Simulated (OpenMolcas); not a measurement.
## Cl III: effect of the active space

| Quantity | Value |
| --- | --- |
| Program | OpenMolcas |
| Method | MS-CASPT2 or its RAS form, IPEA 0.25 Eh, imaginary shift 0.1 Eh |
| Basis | ANO-RCC |
| Scalar Hamiltonian | DKH2, point nucleus |
| Spin-orbit coupling | state interaction with AMFI integrals over the reference wave functions, term energies averaged over their components |

A. 5 electrons in 8 orbitals (3s 3p 4s 4p); 2S+1 = 4 odd, 1 root; 2S+1 = 2 odd, 11 roots; 2S+1 = 4 even, 3 roots; 2S+1 = 2 even, 9 roots; closed shells correlated: 2s 2p; CASPT2 step roughly 30 core-seconds
B. 5 electrons in 9 orbitals (RAS2 3s 3p; RAS3 3d, at most 2 electrons); 2S+1 = 4 odd, 1 root; 2S+1 = 2 odd, 11 roots; 2S+1 = 4 even, 3 roots; 2S+1 = 2 even, 9 roots; closed shells correlated: 2s 2p; CASPT2 step of the order of 40 core-seconds

Energies in cm-1 above 3s2 3p3 4S* 3/2, the measured ground level; measured values from Moore, Atomic Energy Levels, vol. I, NSRDS-NBS 35 (1971 reprint of NBS Circular 467, 1949).

```
          Level       A       B  Measured
3s2 3p3 4S* 3/2     0.0     0.0       0.0
3s2 3p3 2D* 3/2   18620   18160     18053
3s2 3p3 2D* 5/2   18690   18210     18120
3s2 3p3 2P* 1/2   30410   30110     29812
3s2 3p3 2P* 3/2   30470   30170     29907
  3s 3p4 4P 5/2  102290   98890     98520
  3s 3p4 4P 3/2  102850   99440     99130
  3s 3p4 4P 1/2  103180   99760     99475
  3s 3p4 2D 3/2  130310  123890          
  3s 3p4 2D 5/2  130400  123910
```

Deviations, from unrounded energies. A percentage is the sum of absolute deviations over the sum of measured energies, with the sign that they share, or ± where signs differ.

```
                        Against measurement  Levels     A     B
             mean absolute deviation (cm-1)       7  1900   250
other terms of the ground configuration (%)       4  +2.4  +0.8
                   other configurations (%)       3  +3.8  +0.3
```

B lies closest to measurement on these levels. The largest miss of B in the table is 3s 3p4 4P 5/2, by +370 cm-1. The ranking rests on the paired levels alone, and a cruder setting can come out closer through cancelling errors.

Between A and B the level of the table that moves most is 3s 3p4 2D 5/2, by 6500 cm-1 (lowest in B, highest in A). Moves below CASPT2's spread within the term are not significant.

CASPT2 does not keep the components of a term degenerate, so their means are used; among the terms shown or strongly mixed into the levels shown the widest spread is 2200 cm-1 (3s 3p4 2D, A). Over all roots computed the reference weight is 0.84 to 0.96 in A; the roots of lowest weight are the least certain, and an intruder state may touch them. Active for correlation alone: 4p 4s; no level in the range computed is led by a configuration that fills them, so any true level of that kind is missing (holds for A). Terms of s pⁿ other than that of highest spin mix with s² pⁿ⁻² d, which this space lacks; all of them can be thousands of cm-1 off, and some have no real level of that name (holds for A). The run also gave levels led by 3s 3p3 3d, 3s2 3p2 3d, which use shells meant for correlation; these and all levels above them are left out (holds for B). Some terms mix strongly with configurations of 3d, whose occupation reaches 0.32 (3s 3p4 4P, 3s 3p4 2D) (holds for B). Measured partners are found by configuration, term and J. A level has none where our copy of the source lacks it or the pairing is in doubt (some pairs that miss far off the trend of their configuration count as doubtful), and it then counts in no deviation. Only configurations of the active space appear. The table leaves out levels that lie high or whose names do not pair safely across all columns.

* marks odd parity.
